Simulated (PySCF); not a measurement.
# Bond lengths and vibrations by method: BGeH3NO anion

These are calculations, not measurements. The program is PySCF 2.14.0, an open-source quantum chemistry code, run on an isolated molecule that a program drew, which may never have been made. The molecule is BGeH3NO anion (charge -1, singlet), drawn as the SMILES string `[NH2][GeH-][B]=O`.

The geometry was optimised and harmonic frequencies were computed with HF and MP2, all in the aug-cc-pVDZ basis, for the commonest isotopes, with a restricted reference for singlets and an unrestricted one otherwise, and a frozen core in MP2. Germanium has the aug-cc-pVDZ-PP basis, with a core potential (ECP10MDF) in place of its 10 inner electrons, and its 3s, 3p and 3d shells are frozen in MP2. Each result is a local minimum of its method.

Geometry at the HF minimum:
```xyz
7
BGeH3NO anion, angstrom
N     2.2013   -0.8502   -3.0365
Ge    0.4795   -0.3144   -2.2915
B     1.1487    0.6359   -0.4470
O     1.4782    1.0834    0.6264
H     2.4758   -1.7504   -2.6850
H     2.9642   -0.2242   -2.8505
H     0.3766    1.0875   -3.0478
```

Lengths of the bonds as drawn, in Å (atoms numbered as above):
```
  bond     HF    MP2
N1-Ge2  1.951  1.996
Ge2-B3  2.180  2.160
 B3-O4  1.209  1.245
 N1-H5  1.005  1.025
 N1-H6  1.004  1.024
Ge2-H7  1.596  1.603
```

Rotational constants, in GHz:
```
constant,HF,MP2
A,9.633,9.22
B,2.504,2.503
C,2.046,2.027
```

Harmonic frequencies in cm^-1, each column in rising order, so a row needn't be the same motion in every method:
```
rank,HF,MP2
1,122,106
2,213,187
3,282,261
4,331,325
5,416,380
6,545,494
7,656,614
8,691,664
9,761,709
10,952,892
11,1678,1535
12,1874,1750
13,1953,1848
14,3700,?
15,3785,3566
```

**Estimate the missing MP2 frequency from the HF column.**

A single factor s that minimises the squared misfit of MP2 against s times HF over the other rows is sum(HF x MP2) / sum(HF^2) = 0.9381, with an rms misfit of 15 cm^-1. For rank 14 it gives 0.9381 x 3700 = 3471 cm^-1. The calculation gives 3460 cm^-1, 11 cm^-1 below the estimate. The drawn bonds are on average 1.5 % longer in MP2 than in HF.
